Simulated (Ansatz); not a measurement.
A CCSD(T) single point on AlH5O2SSi, SMILES `[OH][Al]([SH])[O][SiH3]`.

```yaml
crystal:
  periodic: [false, false, false]
  atoms:
    - {symbol: O, position_ang: [-1.746306, 0.961644, 1.542618]}
    - {symbol: Al, position_ang: [-0.197033, 0.862280, 0.888675]}
    - {symbol: S, position_ang: [1.391409, 2.184802, 1.558544]}
    - {symbol: O, position_ang: [0.115568, -0.274820, -0.295959]}
    - {symbol: Si, position_ang: [0.068121, -1.469232, -1.396823]}
    - {symbol: H, position_ang: [-2.005559, 1.582052, 2.220841]}
    - {symbol: H, position_ang: [2.280134, 1.629942, 0.716188]}
    - {symbol: H, position_ang: [-0.668375, -1.019864, -2.607708]}
    - {symbol: H, position_ang: [-0.608807, -2.668082, -0.835535]}
    - {symbol: H, position_ang: [1.453950, -1.839822, -1.787841]}
basis:
  gaussian: {orbitals: def2-SVP}
correlation: {method: ccsd_t}
```

```sh
$ ansatz run in.yaml --threads 4 --pin off --events-out ev --progress --plain
```

The program prints (abridged):

```
Functional definition: HF
  name "HF"
  cite "Fock, Z. Phys. 61, 126 (1930) doi:10.1007/BF01340294"
  parent pbe
  exchange = exact_x
  correlation = 0
997 factors; integrals over basis functions are off by at most 1.0e-3 eV
mean field evaluation 1: about -29405.6899 eV, gradient 4.9e1 eV
mean field evaluation 2: about -29405.6991 eV, gradient 4.9e1 eV
mean field evaluation 4: about -29410.5248 eV, gradient 3.0e0 eV
mean field evaluation 8: about -29410.5664 eV, gradient 3.4e-4 eV
mean field -29410.56635634 eV, -1080.8183783974 hartree, gradient 1.8e-6 eV, S^2 0.000000; 0 other end points of the search recorded, 0 dependent functions left out
17 core orbitals not correlated: weight in the atoms' cores, before any rotation towards them, 1.000 or more for the frozen orbitals, at most 0.000 for the correlated occupied ones
reference -29410.56635634 eV, -1080.8183783974 hartree; 15, 15 occupied and 75, 75 virtual orbitals, 997 factors
second order -17.82564907 eV of doubles, -0.00000000 eV of singles
cycle   1  -18.51946776 eV  change   -6.9e-1 eV  update   1.0e-1
cycle   2  -18.99547556 eV  change   -4.8e-1 eV  update   3.0e-2
cycle   3  -19.12024284 eV  change   -1.2e-1 eV  update   1.6e-2
cycle   4  -19.11422514 eV  change    6.0e-3 eV  update   3.3e-3
cycle   5  -19.11300665 eV  change    1.2e-3 eV  update   1.2e-3
cycle   6  -19.11307454 eV  change   -6.8e-5 eV  update   3.5e-4
cycle   7  -19.11286858 eV  change    2.1e-4 eV  update   1.2e-4
cycle   8  -19.11283353 eV  change    3.5e-5 eV  update   3.7e-5
perturbative correction -0.41556640 eV, -0.0152717836 hartree
Total energy: -29430.09475627 eV, -1081.5360338583 hartree
```

Hardware: 4 threads of a server CPU on a shared host. Wall time 4 s, peak host memory 0.43 GiB.

MP2 recovers 91.3 % of the CCSD(T) correlation energy and the triples give 2.1 %; T1 = 0.0124.
